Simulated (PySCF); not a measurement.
Distorted geometries of [BiCl4]−

[BiCl4]− (singlet). PySCF 2.14.0, RKS PBE, Bi def2-SVP with ECP60, Cl def2-SVP; non-relativistic Hamiltonian with scalar-relativistic core potentials where named; density fitting; no spin-orbit coupling. Relaxed geometry:

```xyz
5

Bi    0.0000    0.0000    0.4792
Cl    2.4822    0.0000   -0.3280
Cl    0.0000    2.4822   -0.3280
Cl   -2.4822    0.0000   -0.3280
Cl    0.0000   -2.4822   -0.3280
```

Problem. Order these distorted geometries by energy above the relaxed one, lowest first.
A.
```xyz
5

Bi   -0.0244    0.0058    0.4770
Cl    2.4440   -0.0398   -0.3063
Cl    0.0018    2.5438   -0.3127
Cl   -2.4331   -0.0022   -0.3532
Cl    0.0117   -2.5075   -0.3373
```
B.
```xyz
5

Bi    0.0194   -0.0223    0.4369
Cl    2.4581   -0.0238   -0.2968
Cl   -0.0125    2.4890   -0.3025
Cl   -2.4665   -0.0223   -0.3609
Cl    0.0015   -2.4206   -0.3094
```
C.
```xyz
5

Bi    0.0215    0.0230    0.6008
Cl    2.4219    0.0405   -0.4046
Cl    0.0239    2.4733   -0.2886
Cl   -2.4659    0.0077   -0.3608
Cl   -0.0015   -2.5444   -0.3796
```

Solution. A (0.03 eV), B (0.07 eV), C (0.11 eV).

Problem. Which forces (eV/Å) act in the one that lies 0.03 eV up?

Solution. 
```
Bi   0.36  0.03  0.08
Cl   0.15  0.07 -0.08
Cl   0.00 -0.28  0.10
Cl  -0.45  0.01 -0.20
Cl  -0.05  0.17  0.10
```
Forces carry noise of the integration grid, about 0.01 to 0.03 eV/Å.

A frequency check found unstable modes (1, the lowest at -49 cm⁻¹), so the relaxed geometry is probably a saddle point.
